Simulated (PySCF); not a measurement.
## Exercise with solution: entropy of an ideal gas

GeH₂, SMILES [GeH2] (connectivity only; charge and spin as stated), neutral, multiplicity 1.

The structure is a stationary point at B3LYP-D3(BJ)/def2-TZVPD. The isomer is the one that the SMILES or the coordinates give; other isomers of the formula were not compared.

B3LYP-D3(BJ)/def2-TZVPD run with PySCF 2.14.0 gives the harmonic wavenumbers 936, 1891, 1898 cm⁻¹ and the rotational temperatures 9.7980, 9.2893, 4.7684 K. The molar mass is 74.65 g/mol, the symmetry number 2, the spin multiplicity 1.

Task: Work out the entropy at 298.15 K and 1 atm in the rigid-rotor, harmonic-oscillator model.

Result: 
Translation (Sackur–Tetrode at 1 atm): S = R[1.5 ln M + 2.5 ln T − 1.16487] = 162.5 J/(mol K).
Rotation: q = (√π/σ) T^1.5/√(θA θB θC) = 219, S = R[ln q + 3/2] = 57.3 J/(mol K).
Vibration: with u = 1.4388 ν/T, each mode gives R[u/(e^u − 1) − ln(1 − e^−u)]:
| ν (cm⁻¹) | modes | u | S (J/(mol K)) |
|---|---|---|---|
| 936 | 1 | 4.52 | 0.51 |
| 1891 | 1 | 9.13 | 0.01 |
| 1898 | 1 | 9.16 | 0.01 |
These are all the modes. Sum 0.5 J/(mol K).
Spin: R ln 1 = 0.0 J/(mol K).
Total 220.3 J/(mol K); the program's own thermochemistry gives 220.3. Translation makes up 74 % and vibration 0 %. Anharmonicity, hindered rotation and orbital degeneracy are left out.
